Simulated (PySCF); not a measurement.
**Adding and removing an electron: MgPb**

ROHF-CCSD(T); basis Mg def2-SVP, Pb def2-SVP with ECP60; scalar-relativistic core potentials; PySCF 2.14. Neutral (ROHF): triplet (π ↑↑), Re = 2.881 Å, ωe = 192 cm⁻¹, De = 0.63 eV.

MgPb⁺ (ROHF): doublet (π ↑), Re = 3.070 Å, ωe = 173 cm⁻¹. The energies at the minima are -391.49727 hartree for MgPb and -391.27219 for MgPb⁺.

Task: Work out the adiabatic ionisation energy, without and with harmonic zero-point energies (1 hartree = 27.2114 eV, 1 eV = 8065.5 cm⁻¹), and the change of the bond length.

Result: At ROHF-CCSD(T): 0.22508 hartree = 6.125 eV between the minima; the zero-point term (173.0 − 192.0)/2 cm⁻¹ = -0.001 eV makes it 6.124 eV. Re changes by +18.9 pm against the neutral. The electron leaves a π orbital, and the longer bond of the ion fits a bonding orbital, or a change in how ionic the bond is.

Correlated steps freeze 5 core orbitals. Correlated levels converge slowly with the basis: in double zeta they bind strong bonds too weakly, by up to about 1 eV, and carry superposition errors of some tenths. Spin–orbit coupling is left out, which matters for elements this heavy, above all for dissociation energies. States were picked by a PBE0 search and need not be the measured ground states.
